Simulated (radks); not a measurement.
Isoelectronic series with 16 electrons, all held in the configuration [Ne] 3s2 3p4, which need not be the ground one along the series. All-electron calculation, Dirac Kohn-Sham, PBEsol, spin-unpolarised, spherical densities, finite nucleus; open shells fill j = l - 1/2 first; Fermi nuclear charge, rms radius of each element as measured or else 0.836 A^(1/3) + 0.57 fm. Program: a radial shooting solver on a logarithmic mesh with Libxc functionals. Total energies (hartree) and orbital eigenvalues (hartree):

| ion | E (hartree) | 3p3/2 | 3p1/2 | 3s1/2 | 2p3/2 |
|---|---|---|---|---|---|
| S | -398.40843 | -0.25505 | -0.25813 | -0.63140 | -5.72731 |
| Cl+ | -460.23684 | -0.70995 | -0.71521 | -1.17567 | -7.48319 |
| Ar2+ | -526.85129 | -1.29613 | -1.30435 | -1.85289 | -9.51479 |
| K3+ | -598.24792 | -2.00559 | -2.01770 | -2.65468 | -11.81191 |
| Ca4+ | -674.42923 | -2.83439 | -2.85147 | -3.57715 | -14.36947 |
| Sc5+ | -755.40140 | -3.78026 | -3.80358 | -4.61815 | -17.18451 |
| Ti6+ | -841.17305 | -4.84175 | -4.87277 | -5.77645 | -20.25514 |
| V7+ | -931.75464 | -6.01792 | -6.05830 | -7.05132 | -23.58012 |
